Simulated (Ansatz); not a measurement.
Compare A (`CC1=C[Se]1`) with its isomer B (`C1=C[Se]C1`).

Program: Ansatz. Geometries: PBE0-D4/def2-TZVP. ΔE: electronic, gas phase. CBS: MP2 limit from def2 TZ/QZ plus the TZ coupled-cluster correction, frozen cores. Functionals use def2-TZVPP. B3LYP here is the variant with VWN-RPA as its local correlation; programs differ in this. For Se outer-core shells are correlated without core-valence functions, which leaves a few kJ/mol of doubt a bond. Scalar relativity is left out up to krypton.

A:

```xyz
8

C     0.3790   -0.2770    1.0282
C    -0.0428    0.1432   -0.3032
C    -0.7854    0.0983   -1.3350
Se    0.5800    1.4957   -1.6370
H     1.4116   -0.6344    1.0010
H    -0.2674   -1.0752    1.4013
H     0.3412    0.5686    1.7197
H    -1.6161   -0.3193   -1.8751
```

B:

```xyz
8

C    -0.6048   -0.4097   -0.0242
C     0.1327   -0.6300    1.0637
Se    1.5322    0.6118    0.6896
C     0.1704    0.6365   -0.7590
H    -1.5414   -0.8655   -0.3258
H     0.0212   -1.2879    1.9146
H     0.5967    0.3315   -1.7152
H    -0.3070    1.6132   -0.8437
```

Problem. Which is lower in electronic energy at CCSD(T)/CBS, and by how much? (An estimate is asked.)

Solution. Ansatz gave: B, by 81.5 kJ/mol.

Problem. Give E(B) − E(A) in kJ/mol with PBE0-D4, LDA (SPW92), B3LYP, HF/def2-TZVPP, CCSD(T)/def2-SVP, PBE-D4, CCSD/def2-TZVPP. (An estimate is asked.)

Solution. Computed: PBE0-D4 -83.1, LDA (SPW92) -88.3, B3LYP -71.5, HF/def2-TZVPP -78.3, CCSD(T)/def2-SVP -79.4, PBE-D4 -78.4, CCSD/def2-TZVPP -85.7. None reverses the order clearly.

Problem. Does the order hold for the free energy at 298.15 K (harmonic terms from PBE0-D4)? (Best estimate.)

Solution. The calculation gave: Yes: G(B) − G(A) = -73.2 kJ/mol.

Largest T1 diagnostic: 0.011.

Leaving LDA and LC-ωPBE aside and taking each functional with its dispersion term where it has one, the values, not all of them listed here, spread over 17.0 kJ/mol, from PBE-QIDH to BLYP-D4. LDA lies −11.0 kJ/mol from PBE without D4. From BLYP to BHLYP (50 % exact exchange), in def2-TZVPP and without D4, E(B) − E(A) moves by −12.1 kJ/mol.
